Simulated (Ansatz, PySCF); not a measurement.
O2Pb2, SMILES [O]1[Pb]2=[Pb]1[O]2. Atoms are numbered in the order given.

```xyz
4

Pb     0.0000     1.6198    -0.0072
Pb     0.0000    -1.6198    -0.0072
O     -1.3986     0.0000    -0.0071
O      1.3986     0.0000    -0.0071
```
Charge 0, spin multiplicity 1.

Coordinates come from a B3LYP-D3(BJ)/def2-SVP optimisation. The def2 effective core potentials stand for the cores of Pb; spin–orbit coupling is left out.

Two levels are set side by side: PBE-D3(BJ)/def2-SVP (Ansatz, a program for electronic structure) and B3LYP-D3(BJ)/def2-SVP (Ansatz). Each level has its own optimised geometry; the coordinates shown are those of the second. Frequencies come from the Hessian of PySCF at each geometry. Differences are taken from unrounded values.

| quantity | B3LYP-D3(BJ) | PBE-D3(BJ) | PBE-D3(BJ) minus B3LYP-D3(BJ) |
|---|---|---|---|
| mean bond length (Å) | 2.360 | 2.374 | 0.014 |
| bond Pb1–Pb2 (Å) | 3.240 | 3.230 | -0.010 |
| bond Pb1–O3 (Å) | 2.140 | 2.160 | 0.020 |
| bond Pb1–O4 (Å) | 2.140 | 2.160 | 0.020 |
| bond Pb2–O3 (Å) | 2.140 | 2.160 | 0.020 |
| bond Pb2–O4 (Å) | 2.140 | 2.160 | 0.020 |
| highest harmonic wavenumber (cm⁻¹) | 577 | 550 | -27 |
| mean harmonic wavenumber (cm⁻¹) | 376 | 355 | -21 |
| zero-point energy (kcal/mol) | 3.22 | 3.05 | -0.18 |

GGA bonds tend to be longer and softer than those of functionals with exact exchange. Differences between two approximate levels are no errors against the true value.
